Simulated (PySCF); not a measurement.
A geometry optimisation on [ReO4]-, `[O]=[Re-](=[O])(=[O])=[O]`.

Method: PBE0-D3(BJ)/def2-SVP geometry optimisation, gas phase, def2 core potentials past Kr (PySCF 2.14.0). Start geometry: GFN2-xTB. The input is one job of a driver script: a line of settings, then coordinates in Å.

Input:
```
{"job": {"xc": "PBE0", "basis": "def2-SVP", "d3": "d3bj", "grid": 1, "maxiter": 30, "shake": 0.03, "kind": "geom"}, "charge": -1, "multiplicity": 1}
Re     0.061200    -0.076620     0.012520
O     -0.006800    -0.031000     1.686250
O      1.531990     0.003100    -0.599840
O     -0.705460     1.392600    -0.555700
O     -0.806090    -1.398550    -0.605340
```

Output:
```
step   0  E = -378.81608215  max force = 0.189049
step   1  E = -378.84349597  max force = 0.043266
step   2  E = -378.84771348  max force = 0.023658
step   3  E = -378.84806032  max force = 0.007128
step   4  E = -378.84813057  max force = 0.001052
step   5  E = -378.84813296  max force = 0.000400
optimisation converged
```

Energies in Eh; «max force» is the largest Cartesian gradient component in Eh/bohr.

Q: Give the first gradient maximum in eV/Å.

A: With 1 Eh/bohr = 51.422 eV/Å, 9.721 eV/Å.

Main results: final energy -378.84813 Eh after 5 steps.

Q: How long does this job take on one thread of an Arm Neoverse V2, shared host with 96 logical CPUs at a one-minute load of 42? And the peak memory of the process?

A: About 22 s, with 0.34 GiB resident at the peak, the Python interpreter and its libraries included.
Labels such as C1 count atoms from 1, the log's own numbers from 0.
